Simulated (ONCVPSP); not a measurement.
**PBEsol ONCV dataset for C, scalar-relativistic all-electron reference.**

ONCVPSP 4.0.1 was run on this input:

```
# ATOM AND REFERENCE CONFIGURATION
# atsym  z   nc   nv     iexc    psfile
  C 6.00    1    1  -116133      upf
#
#   n    l    f
    1    0    2.00
    2    0    2.00
#
# PSEUDOPOTENTIAL AND OPTIMIZATION
# lmax
    2
#
#   l,   rc,      ep,       ncon, nbas, qcut
    0    1.10    0.00    3    6    6.80
    1    1.10    0.03    3    6    6.90
    2    1.00    0.36    5    9    9.40
#
# LOCAL POTENTIAL
# lloc, lpopt,  rc(5),   dvloc0
    4    5    0.70    2.00
#
# VANDERBILT-KLEINMAN-BYLANDER PROJECTORs
# l, nproj, debl
    0    1    2.10
    1    2    2.10
    2    1    1.90
#
# MODEL CORE CHARGE
# icmod, fcfact, rcfact
    0    0.00    0.00
#
# LOG DERIVATIVE ANALYSIS
# epsh1, epsh2, depsh
   -3.00    5.00    0.02
#
# OUTPUT GRID
# rlmax, drl
    6.00    0.01
#
# TEST CONFIGURATIONS
# ncnf
    4
# nvcnf
#   n    l    f
    2
    2    0    2.00
    2    1    2.00
#
    2
    2    0    2.00
    2    1    1.00
#
    1
    2    0    1.00
#
    2
    2    0    2.00
    2    1    1.50
#
```

Command:

```bash
oncvpsp.x < C.dat > C.out
```

Output (shortened: citation, most of the input echo, consistency checks and plot data are left out):

```
ONCVPSP  (Optimized Norm-Conservinng Vanderbilt PSeudopotential)
scalar-relativistic version 4.0.1

#   n    l    f        energy (Ha)
    1    0    2.00    -1.1286175E+01
    2    0    2.00    -1.4765199E+00

Reference configufation results
  iterations    24
  all-electron total energy (Ha)   -3.63142155D+01

Begin loop to  construct optimized pseudo wave functions
and semi-local pseudopoentials for all angular momenta

Calculating optimized projector #   1

 for l=   0

    Fraction of norm inside rc  0.350472
    Optimizing pswf for qcut=   6.79 a_B^-1,  ecut=  23.08 Ha
    Residual kinetic energy error=  2.62D-04 Ha

    Energy error per electron        Cutoff
         Ha          eV             Ha
         0.01000     0.27211       13.28
         0.00100     0.02721       19.55
         0.00010     0.00272       37.54
         0.00001     0.00027       80.97

WARNING wellstate: moderately localized bound state found for n= 2 l=  1
WARNING scattering state with energy  0.05000000
WARNING will be used for the first projector

   Wellstate for l =  1  n =  3
     eigenvalue =   0.0500
     asymptotic potential =   0.5500
     half-point radius =  2.3492

   Wellstate for l =  1  n =  4
     eigenvalue =   2.1500
     asymptotic potential =   2.6500
     half-point radius =  2.4226

Calculating optimized projector #   1

 for l=   1

    Fraction of norm inside rc  0.105358
    Optimizing pswf for qcut=   6.91 a_B^-1,  ecut=  23.86 Ha
    Residual kinetic energy error=  1.66D-03 Ha

    Energy error per electron        Cutoff
         Ha          eV             Ha
         0.01000     0.27211       17.30
         0.00100     0.02721       26.92
         0.00010     0.00272       88.98

Calculating optimized projector #   2

 for l=   1

    Fraction of norm inside rc  0.059573
    Optimizing pswf for qcut=   6.91 a_B^-1,  ecut=  23.86 Ha
    Residual kinetic energy error=  4.38D-03 Ha

    Energy error per electron        Cutoff
         Ha          eV             Ha
         0.01000     0.27211       20.75
         0.00100     0.02721       29.20
         0.00010     0.00272       59.28
         0.00001     0.00027      127.74

   Wellstate for l =  2  n =  4
     eigenvalue =   0.3600
     asymptotic potential =   0.8600
     half-point radius =  4.7201

Calculating optimized projector #   1

 for l=   2

    Fraction of norm inside rc  0.015506
    Optimizing pswf for qcut=   9.40 a_B^-1,  ecut=  44.16 Ha
    Residual kinetic energy error=  7.22D-06 Ha

    Energy error per electron        Cutoff
         Ha          eV             Ha
         0.01000     0.27211        6.92
         0.00100     0.02721       14.78
         0.00010     0.00272       27.62
         0.00001     0.00027       42.01

Construct Vanderbilt / Kleinmman-Bylander projectors

B matrix Hermiticity error, ll=   1
   1   2    4.7919E-05

  Orthonormal projector coefficients -5.5867E+00 -2.3877E+00

Pseudoatom total energy   -4.072277

Diagnostic tests using Vanderbilt-Kleinman-Bylander pseudopotentials
  1 or more projectors used as specified by nproj input data

   l    rcore       rmatch      e in        delta e   norm test  slope test

   0   1.1035545   1.1370608  -1.4765199   0.0000172   1.0000078   1.0027757

   1   1.1035545   1.1370608   0.0500000  -0.0001816   1.0000689   1.0000689
   1   1.1035545   1.1370608   2.1500000   0.0000292   1.0001395   1.0001395

   2   1.0028271   1.0332751   0.3600000   0.0000768   1.0000039   1.0000039

 Testing for bound ghosts
   n   l    E NL Schr. Eq   E Basis Diag.   E Cutoff

   1   0       -1.476503       -1.458704     61.98

   2   1       -1.160635       -1.138265    128.18

   3   2       -0.299182        0.291044    339.32

 Testing for highly-localized positive-energy ghosts
       l    <radius>/rc     E Basis Diag.   E Cutoff

Test configuration 0

   n   l     f        eae           eps        diff
   1   0  2.0000  -11.28617539
   2   0  2.0000   -1.47651988   -1.47650268    1.72D-05

    Total energies and differences
      AE_ref= -3.63142155D+01  AE_tst= -3.63142155D+01  dif=  0.00D+00
      PS_ref= -4.07227726D+00  PS_tst= -4.07227726D+00  dif=  0.00D+00
      PSP excitation error=  0.00D+00

Test configuration 1

   n   l     f        eae           eps        diff
   1   0  2.0000   -9.99747441
   2   0  2.0000   -0.50156560   -0.50125109    3.15D-04
   2   1  2.0000   -0.19233060   -0.19388334   -1.55D-03

    Total energies and differences
      AE_ref= -3.63142155D+01  AE_tst= -3.75933575D+01  dif= -1.28D+00
      PS_ref= -4.07227726D+00  PS_tst= -5.35687656D+00  dif= -1.28D+00
      PSP excitation error=  5.46D-03

Test configuration 2

   n   l     f        eae           eps        diff
   1   0  2.0000  -10.54785737
   2   0  2.0000   -0.94151944   -0.94289810   -1.38D-03
   2   1  1.0000   -0.62131130   -0.62484203   -3.53D-03

    Total energies and differences
      AE_ref= -3.63142155D+01  AE_tst= -3.71968820D+01  dif= -8.83D-01
      PS_ref= -4.07227726D+00  PS_tst= -4.95771933D+00  dif= -8.85D-01
      PSP excitation error=  2.78D-03

Test configuration 3

   n   l     f        eae           eps        diff
   1   0  2.0000  -12.14149460
   2   0  1.0000   -2.05186602   -2.04758646    4.28D-03

    Total energies and differences
      AE_ref= -3.63142155D+01  AE_tst= -3.45515773D+01  dif=  1.76D+00
      PS_ref= -4.07227726D+00  PS_tst= -2.31144572D+00  dif=  1.76D+00
      PSP excitation error=  1.81D-03

Test configuration 4

   n   l     f        eae           eps        diff
   1   0  2.0000  -10.24752781
   2   0  2.0000   -0.70771968   -0.70836763   -6.48D-04
   2   1  1.5000   -0.39134067   -0.39407510   -2.73D-03

    Total energies and differences
      AE_ref= -3.63142155D+01  AE_tst= -3.74488371D+01  dif= -1.13D+00
      PS_ref= -4.07227726D+00  PS_tst= -5.21127464D+00  dif= -1.14D+00
      PSP excitation error=  4.38D-03
```

The run took about 2.6 s on one core of a shared server CPU.
